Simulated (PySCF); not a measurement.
# Vibration and rotation of WF⁻

ROHF-CCSD(T) constants of WF⁻, ⁵Σ⁺ (quintet), unpaired electrons π ↑↑, δ ↑↑ (PySCF, scalar-relativistic core potentials, basis sets W def2-TZVPPD with ECP60, F def2-TZVPPD; masses 183.9509 and 18.9984 u):

- ωe: 542.0 cm⁻¹
- ωexe: 3.09 cm⁻¹
- Be: 0.2572 cm⁻¹
- αe: 0.00182 cm⁻¹
- D (centrifugal): 2.32e-07 cm⁻¹

(1) Give the vibrational terms G(v) and spacings up to v = 6.

Correlated steps freeze 1 core orbital. De is left out where the level can put another filling of the metal’s s and d shells below the measured ground configuration, by anything from nothing to about 1 eV. These are scalar-relativistic numbers at best; spin–orbit coupling would shift them, the dissociation energy most. The state is the lowest single determinant that the PBE0 search found; with open d or f shells the true ground state can be another one.

Results:

(1) G(v) = ωe(v+½) − ωexe(v+½)².

```json
{"v": "0", "G(v) (cm⁻¹)": "270", "G(v) − G(v−1)": "", "Bv (cm⁻¹)": "0.2563"}
{"v": "1", "G(v) (cm⁻¹)": "806", "G(v) − G(v−1)": "536", "Bv (cm⁻¹)": "0.2545"}
{"v": "2", "G(v) (cm⁻¹)": "1336", "G(v) − G(v−1)": "530", "Bv (cm⁻¹)": "0.2526"}
{"v": "3", "G(v) (cm⁻¹)": "1859", "G(v) − G(v−1)": "523", "Bv (cm⁻¹)": "0.2508"}
{"v": "4", "G(v) (cm⁻¹)": "2376", "G(v) − G(v−1)": "517", "Bv (cm⁻¹)": "0.2490"}
{"v": "5", "G(v) (cm⁻¹)": "2888", "G(v) − G(v−1)": "511", "Bv (cm⁻¹)": "0.2472"}
{"v": "6", "G(v) (cm⁻¹)": "3392", "G(v) − G(v−1)": "505", "Bv (cm⁻¹)": "0.2454"}
```
